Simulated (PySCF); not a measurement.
A GIAO shielding run with PySCF 2.14 (density fitting, non-relativistic, gas phase) on `N([Si@H](NC)S)([SiH3])[SiH3]`, CH$_{12}$N$_{2}$SSi$_{3}$:

```
$ OMP_NUM_THREADS=1 python probes_run.py task.json out

{"job": {"kind": "nmr", "xc": "PBE0", "basis": "pcSseg-1"}, "charge": 0, "multiplicity": 1}
C      2.899163    -0.274832     0.544864
N      1.465450    -0.453319     0.550624
Si     0.453948    -0.059167    -0.773390
S      1.013239     1.920667    -1.402984
N     -1.181710    -0.109523    -0.195567
Si    -1.518421     0.193522     1.489127
Si    -2.410439    -0.394291    -1.399411
H      3.424793    -1.129441     0.107957
H      3.136466     0.609052    -0.043219
H      3.258187    -0.126656     1.564373
H      1.182885    -1.231611     1.125208
H      0.580740    -0.847920    -1.995443
H      0.707927     2.524247    -0.265016
H     -0.727293     1.337441     1.949607
H     -1.173952    -1.005958     2.262598
H     -2.943381     0.487233     1.600035
H     -2.297385     0.621523    -2.445573
H     -2.180290    -1.728647    -1.958760
H     -3.699734    -0.323066    -0.722492
```

Hardware: 1 thread of an Intel Xeon, shared host. The job also computes population analyses, field gradients.

Question: How large is the calculation?

Answer: 90 electrons, 207 basis functions and 1163 auxiliary functions.

Question: How long does it take, and how much memory does it need?

Answer: 2.7 min of wall time, with 14 SCF cycles and 4 response iterations; peak memory 1 GiB. Times on a shared host scatter by some tens of per cent.
